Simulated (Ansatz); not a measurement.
Gas-phase electronic energies from Ansatz, PBE0-D4/def2-TZVP geometries. CCSD(T)/CBS adds triple-zeta CCSD(T) − MP2 to the extrapolated MP2 energy (def2 sets, frozen cores). Functionals use def2-TZVPP. B3LYP here is the variant with VWN-RPA as its local correlation; programs differ in this. One conformer a species, not always the lowest.

`O[SiH2]N1BCB1` → `B[SiH]1BN1CO`  (isomerisation)

`O[SiH2]N1BCB1`:

```xyz
13

O    -0.714   -2.670   -0.071
Si    0.443   -1.672   -0.663
N     0.118   -0.012   -0.272
B     0.876    1.093    0.256
C    -0.276    2.166    0.244
B    -0.994    0.764    0.213
H    -0.838   -2.714    0.878
H     0.398   -1.854   -2.129
H     1.790   -1.983   -0.121
H     1.967    1.022    0.742
H    -0.425    2.918    1.014
H    -0.333    2.615   -0.752
H    -2.013    0.325    0.660
```

`B[SiH]1BN1CO`:

```xyz
13

B    -2.491    0.116   -0.912
Si   -0.658    0.786   -1.083
B     0.285    1.401    0.532
N     0.553    0.155    0.062
C     1.376   -0.990    0.351
O     2.173   -0.811    1.477
H    -2.780   -0.582    0.016
H    -3.366    0.477   -1.643
H    -0.080    1.075   -2.422
H     0.606    2.122    1.417
H     2.057   -1.162   -0.487
H     0.720   -1.865    0.445
H     1.605   -0.723    2.247
```

```
             level  ΔE (kJ/mol)  difference from CCSD(T)/CBS
            PBE-D4        389.9                        -44.8
         r2SCAN-D4        419.0                        -15.7
           PBE0-D4        413.0                        -21.7
          B3LYP-D4        418.0                        -16.7
           ωB97X-V        427.7                         -7.0
           ωB97M-V        437.1                          2.4
            B2PLYP        429.4                         -5.3
               PBE        388.4                        -46.3
            r2SCAN        418.8                        -15.9
              PBE0        411.9                        -22.8
             B3LYP        415.6                        -19.1
     HF/def2-TZVPP        456.2                         21.5
    MP2/def2-TZVPP        450.2                         15.5
SCS-MP2/def2-TZVPP        443.1                          8.4
   CCSD/def2-TZVPP        434.3                         -0.4
CCSD(T)/def2-TZVPP        427.7                         -7.0
     HF/def2-QZVPP        458.6                         23.9
    MP2/def2-QZVPP        455.1                         20.4
SCS-MP2/def2-QZVPP        448.3                         13.6
      HF/CBS(def2)        458.9                         24.2
     MP2/CBS(def2)        457.2                         22.5
    CCSD/CBS(def2)        441.3                          6.6
       CCSD(T)/CBS        434.7                            0
```

Largest T1 diagnostic among the species: 0.016.

In def2-TZVPP, CCSD(T) changes the Hartree–Fock value by −28.5 kJ/mol (the triples alone add −6.6 kJ/mol) and MP2 by −6.0 kJ/mol. From PBE to PBE0 (25 % exact exchange), in def2-TZVPP and without D4, ΔE moves by +23.4 kJ/mol.
